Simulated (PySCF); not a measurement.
B3LYP has the VWN-RPA correlation part, as in Gaussian. Delta-SCF ions had no search for a lower state. 

Cartesian coordinates (Å):
```xyz
14

C     -1.8751     0.1614    -0.2034
C     -0.7070     0.3275     0.7781
Si     0.9326    -0.1815     0.0588
O      2.0686     0.1169     1.2325
O      0.9531    -1.7864    -0.3716
O      1.2780     0.6088    -1.3736
H     -1.9720    -0.8889    -0.5223
H     -1.7187     0.7630    -1.1135
H     -2.8356     0.4668     0.2412
H     -0.6297     1.3738     1.1245
H     -0.8732    -0.2728     1.6896
H      2.9279    -0.3034     1.1067
H      1.0967    -1.9542    -1.3104
H      1.3543     1.5689    -1.3365
```
Charge 0, multiplicity 1.

**Question.** What dipole moment, LUMO and vertical ionisation energy (Delta-SCF) does PySCF with B3LYP-D3(BJ)/def2-TZVP // B3LYP-D3(BJ)/def2-SVP give?

**Answer.** 
```
Item                                      Result
--------------------------------------  --------
dipole moment                             1.41 D
LUMO                                     0.12 eV
vertical ionisation energy (Delta-SCF)  10.33 eV
```
